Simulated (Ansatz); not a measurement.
Relaxation of C₂H₁₁NOSi₂ (17 atoms, charge 0, multiplicity 1), to a largest force component of 0.015 eV/Å in at most 40 steps.

The calculation used RKS PBE0-D4/6-31G* (Ansatz).

```xyz
17
Properties=species:S:1:pos:R:3
N 2.069 -0.791 -1.618
C 2.153 -0.281 -0.247
Si 0.527 -0.436 0.721
C -0.702 0.685 -0.053
O -0.969 0.482 -1.488
Si -2.267 0.395 1.069
H 2.612 -1.599 -1.740
H 2.516 -0.040 -2.239
H 2.952 -0.837 0.286
H 2.477 0.770 -0.234
H 0.123 -1.865 0.747
H 0.833 -0.018 2.159
H -0.496 1.739 0.062
H -1.705 1.109 -1.737
H -3.384 1.211 0.577
H -2.723 -0.999 1.048
H -1.980 0.817 2.472
```

Where does it end, and by what steps?

The forces met the threshold. After 35 steps the energy has fallen by 0.790 eV; H7 moved furthest, 2.37 Å.

```csv
step,energy less start (eV),largest force component (eV/Å),accepted
0,0.0000,3.317,yes
2,-0.4933,0.386,yes
4,-0.5603,0.263,yes
6,-0.6036,0.223,yes
8,-0.6130,0.217,yes
10,-0.6224,0.113,yes
12,-0.6318,0.157,yes
14,-0.6482,0.214,yes
16,-0.6666,0.274,yes
18,-0.6928,0.229,yes
20,-0.7063,0.210,yes
22,-0.7188,0.303,yes
24,-0.7387,0.141,yes
26,-0.7577,0.303,yes
28,-0.7221,0.780,no
30,-0.7870,0.107,yes
32,-0.7892,0.031,yes
34,-0.7900,0.017,yes
35,-0.7901,0.007,yes
```

```xyz
17
Properties=species:S:1:pos:R:3
N 2.193 0.446 -1.255
C 2.151 -0.679 -0.321
Si 0.757 -0.346 0.916
C -0.685 0.463 -0.024
O -0.797 -0.236 -1.281
Si -2.320 0.413 0.932
H 1.352 0.408 -1.826
H 2.982 0.347 -1.889
H 2.018 -1.671 -0.787
H 3.096 -0.719 0.235
H 0.308 -1.612 1.572
H 1.176 0.606 1.986
H -0.381 1.511 -0.189
H -1.488 0.198 -1.801
H -3.405 0.959 0.059
H -2.679 -0.986 1.289
H -2.240 1.240 2.171
```

Whether the end is a true minimum wasn't checked by a vibrational analysis.

The run took 2.5 min on 2 threads of Intel(R) Xeon(R) Platinum 8375C CPU @ 2.90GHz (Ice Lake), on a shared host, peak memory 0.34 GiB.
